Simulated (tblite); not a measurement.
Compound: CH8ClO2Si3 (doublet state).
Bonds: Si1–O2, O2–Si3, Si3–O4, O4–C5, C5–Si6, Si6–Cl7. Hydrogens: H8, H9, H10 on Si1; H11, H12 on Si3; H13 on C5; H14, H15 on Si6.

The geometry is computed with GFN2-xTB (gas phase). This method treats the open shell by occupation alone, without spin polarisation.

Task: Give the optimised bond lengths and angles.

Result: 
```tsv
bond	length (Å)	order
Si1–O2	1.627	single
O2–Si3	1.614	single
Si3–O4	1.637	single
O4–C5	1.336	single
C5–Si6	1.845	single
Si6–Cl7	2.021	single
Si1–H8, Si1–H9, Si1–H10	1.461	single
Si3–H11, Si3–H12	1.453	single
C5–H13	1.085	single
Si6–H14, Si6–H15	1.466	single
```

Bonds in one row agree within 0.01 Å and their mean is given. Orders are formal, as drawn. A selection of angles:
```tsv
angle	degrees
O2–Si1–H8	109.3
O2–Si1–H9	104.7
H8–Si1–H9	111.8
H9–Si1–H10	113.6
Si1–O2–Si3	156.1
O2–Si3–O4	110.6
O2–Si3–H11	110.8
O2–Si3–H12	104.6
O4–Si3–H11	100.6
O4–Si3–H12	110.9
H11–Si3–H12	119.4
Si3–O4–C5	131.7
O4–C5–Si6	119.4
O4–C5–H13	116.2
Si6–C5–H13	124.2
C5–Si6–Cl7	105.1
C5–Si6–H14	113.2
Cl7–Si6–H14	108.0
H14–Si6–H15	108.6
```

Dihedral angles: Si1–O2–Si3–O4 -15° (synperiplanar); O2–Si3–O4–C5 -37° (synclinal); Si3–O4–C5–Si6 173° (antiperiplanar); O4–C5–Si6–Cl7 180° (antiperiplanar). The mirror-image conformer, all signs reversed, is as good.

Si3 (silicon bonded to 2 O and 2 H) is distorted tetrahedral (angles from 100.6° to 119.4°). The O–Si distances run from 1.614 Å (O2–Si3, drawn single) to 1.637 Å (Si3–O4, drawn single), a spread of 0.023 Å. Si6 (silicon bonded to C, Cl and 2 H) is distorted tetrahedral (angles from 105.1° to 114.0°). C5 (carbon bonded to O, Si and H) is planar (angles 124.2°, 119.4° and 116.2°, sum 359.8°, 0.04 Å off the plane of its three neighbours). O4 (oxygen bonded to C and Si) is bent (angle 131.7°). Si1 (silicon bonded to O and 3 H) is distorted tetrahedral (angles from 104.7° to 113.6°). Of the pairs four or more bonds apart, Si1···H13 is among the closest relative to their van der Waals radii: 3.34 Å, 101 % of the sum of Bondi's values.

Point group: C1 (no symmetry element, even within 0.4 Å). GFN2-xTB frequencies show an imaginary mode (36i cm⁻¹), so the point is no minimum at that level.

Time: 0.87 s of wall time. Hardware: an Arm Neoverse V1 with one thread, shared host with 32 logical CPUs at a one-minute load of 24. That covers the optimisation of the geometry.
